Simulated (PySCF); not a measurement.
# Worked example: chemical shift, span and skew from a shielding tensor

Al(AsH2)(Me)2 (C2H8AlAs), SMILES [Al]([CH3])([AsH2])[CH3]. Atoms are numbered in the order given.

```xyz
12

Al    -0.9549     0.1274     0.3389
As     1.3537    -0.1466    -0.4706
H      0.8329    -0.6592    -1.8275
H      1.4119    -1.5689     0.1201
C     -1.4248    -0.4885     2.1511
H     -1.8885    -1.4988     2.0931
H     -2.1712     0.1747     2.6374
H     -0.5468    -0.5792     2.8229
C     -2.2774     1.0690    -0.7778
H     -3.2669     0.5645    -0.7437
H     -1.9776     1.1703    -1.8402
H     -2.4389     2.0959    -0.3798
```
Charge 0, spin multiplicity 1.

Geometry: PBE-D3(BJ)/def2-SVP. The structure was generated by enumeration; whether it is a known compound was not checked.

GIAO shieldings from HF/pcSseg-1 run with PySCF, non-relativistic, no solvent. The symmetric part of the tensor of C5 has the principal values 186.3, 192.9, 201.6 ppm. The same nucleus in TMS has σ = 192.6 ppm at this level (PySCF, at its B3LYP-D3(BJ)/def2-TZVP geometry).

Work out the isotropic shielding, the ¹³C shift against TMS, the span and the skew.


σ(iso) = (σ11 + σ22 + σ33)/3 = 193.6 ppm. δ = σ(ref) − σ(iso) = 192.6 − (193.6) = -1.0 ppm.
Span Ω = σ33 − σ11 = 15.3 ppm. Skew κ = 3(σ(iso) − σ22)/Ω = 0.14. Tumbling in solution averages the tensor to δ; in a static solid the shielding alone would spread this spin-1/2 line over Ω.
